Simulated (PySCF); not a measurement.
**Löwdin shares of the frontier orbitals**

Compound: MoO2F2 (singlet state).
Geometry (PBE0-D3(BJ)/def2-SVP, Å), atoms numbered from 1 in this order:
```
atom  x, y, z in Å
Mo1    0.008    0.000    0.010
O2     0.048   -0.014    1.670
O3     1.589    0.009   -0.496
F4    -0.827    1.525   -0.578
F5    -0.817   -1.520   -0.606
```

Computed with TDDFT CAM-B3LYP/def2-SVPD, vertical, gas phase, core orbitals frozen in the response, def2 core potentials past Kr (PySCF 2.14.0, density-fitted response routines). Spin–orbit coupling is left out.

Kohn–Sham orbitals with the atoms that hold most of them (Löwdin shares over 4%, at most four atoms; ? is withheld):

```
orbital  ε (eV)                           atoms
 HOMO-3  -13.26  O3 27%, O2 26%, F4 17%, F5 17%
 HOMO-2  -12.86  O2 36%, O3 36%, Mo1 14%, F4 7%
 HOMO-1  -12.71  O2 36%, O3 35%, Mo1 12%, F5 8%
   HOMO  -11.72                               ?
   LUMO       ?                               ?
 LUMO+1   -1.98  Mo1 58%, O3 17%, O2 16%, F4 4%
 LUMO+2   -0.91  Mo1 61%, O2 11%, O3 10%, F4 9%
```

Question: Which atoms hold the LUMO, and with what shares?

Answer: Mo1 (bonded to 2 F and 2 O) 62%; O2 (bonded to Mo) 10%; O3 (bonded to Mo) 10%; F4 (bonded to Mo) 9%. By element: molybdenum 62%, oxygen 20%, fluorine 9% or more.

Question: Give the leading atoms of the HOMO.

Answer: O2 (bonded to Mo) 47%; O3 (bonded to Mo) 47%; Mo1 (bonded to 2 F and 2 O) 5%. By element: oxygen 94%, molybdenum 5%.

Question: What is the LUMO energy, and the HOMO–LUMO gap?

Answer: ε(LUMO) = -2.38 eV; the gap is 9.34 eV (0.3431 hartree).

Question: The HOMO–LUMO gap is 9.34 eV. Where does the response calculation put the lowest singlet, and from which orbitals?

Answer: S1 is at 4.97 eV (f = 0.0007), 4.36 eV below the gap, made of HOMO→LUMO+1 (97%). Its leading pair isn't HOMO and LUMO; the energies of that pair differ by 9.74 eV. 

Question: One configuration dominates each of S1, S2, S3 and S5. Which, and how do the shares of the two leading atoms of either orbital change from the occupied to the empty one?

Answer: 
- S1 (4.97 eV, f 0.0007), HOMO→LUMO+1 (97%): O2 47% → 16%, O3 47% → 17%, Mo1 5% → 58%; the Löwdin share of molybdenum is 5% in HOMO and 58% in LUMO+1 (ligand-to-metal charge transfer by this measure)
- S2 (5.02 eV, f 0.0056), HOMO→LUMO (93%): O2 47% → 10%, O3 47% → 10%, Mo1 5% → 62%; the Löwdin share of molybdenum is 5% in HOMO and 62% in LUMO (ligand-to-metal charge transfer by this measure)
- S3 (5.79 eV, f 0.0054), HOMO-1→LUMO (97%): O2 36% → 10%, O3 35% → 10%, Mo1 12% → 62%; the Löwdin share of molybdenum is 12% in HOMO-1 and 62% in LUMO (ligand-to-metal charge transfer by this measure)
- S5 (6.09 eV, f 0.0025), HOMO-2→LUMO (84%): O2 36% → 10%, O3 36% → 10%, Mo1 14% → 62%; the Löwdin share of molybdenum is 14% in HOMO-2 and 62% in LUMO (ligand-to-metal charge transfer by this measure)

Hardware: one thread, Arm Neoverse V1, no GPU, shared host. Cost: 61 s.
